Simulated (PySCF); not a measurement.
## Hf (hafnium, neutral): HSE06 calculation

Configuration: [Xe] 4f14 5d4, high-spin 5D determinant (an excited configuration). Computed with PySCF 2.14 in x2c-TZVPPall with one added diffuse shell each of s, p, d, f type (12s8p8d4f1g, 113 functions), with scalar relativity by spin-free X2C-1e.

```
Total energy                                                  : -15077.97 hartree
One-electron energy                                           : -20701.30 hartree
Hartree (Coulomb) energy                                      : 5935.94 hartree
Exchange-correlation energy                                   : -312.61 hartree
⟨S²⟩                                                          : 6.0025
⟨L²⟩                                                          : 6.012
Sum of ⟨r⟩                                                    : 44.49 bohr
Sum of ⟨r²⟩                                                   : 70.12 bohr²
Traceless quadrupole moment −½Σ⟨3z² − r²⟩ along its main axis : -3.20 e·bohr²
Langevin diamagnetic susceptibility                           : -55.5 ×10⁻⁶ cm³/mol
Time after the integrals                                      : roughly 40 core-seconds
```

| shell | electrons | mean orbital energy (eV) | spread (eV) | rms radius, mean of both spins (bohr) |
| --- | --- | --- | --- | --- |
| 1s β | 1 | -65225.6 | 0 | 0.0215 |
| 1s α | 1 | -65225.6 | 0 | 0.0215 |
| 2s α | 1 | -11187.3 | 0 | 0.0869 |
| 2s β | 1 | -11187.2 | 0 | 0.0869 |
| 2p α | 3 | -9851.1 | 0.023 | 0.0788 |
| 2p β | 3 | -9851.0 | 0.047 | 0.0788 |
| 3s α | 1 | -2563.1 | 0 | 0.223 |
| 3s β | 1 | -2563.1 | 0 | 0.223 |
| 3p α | 3 | -2160.2 | 0.084 | 0.224 |
| 3p β | 3 | -2160.1 | 0.095 | 0.224 |
| 3d α | 5 | -1668.7 | 0.073 | 0.205 |
| 3d β | 5 | -1668.6 | 0.101 | 0.205 |
| 4s α | 1 | -521.85 | 0 | 0.498 |
| 4s β | 1 | -521.78 | 0 | 0.498 |
| 4p α | 3 | -388.32 | 0.188 | 0.530 |
| 4p β | 3 | -388.26 | 0.222 | 0.530 |
| 4d α | 5 | -211.51 | 0.186 | 0.577 |
| 4d β | 5 | -211.42 | 0.274 | 0.577 |
| 5s α | 1 | -67.429 | 0 | 1.22 |
| 5s β | 1 | -66.203 | 0 | 1.22 |
| 5p α | 3 | -35.595 | 0.192 | 1.45 |
| 5p β | 3 | -33.676 | 0.697 | 1.45 |
| 4f α | 7 | -17.507 | 0.237 | 0.768 |
| 4f β | 7 | -17.275 | 0.319 | 0.768 |
| 5d α | 4 | -2.365 | 0.603 | 3.16 |

Spin-orbit coupling, absent here, splits the open shell strongly.

Densities and radii are taken from the X2C orbitals without a picture-change correction, which distorts them close to the nucleus.
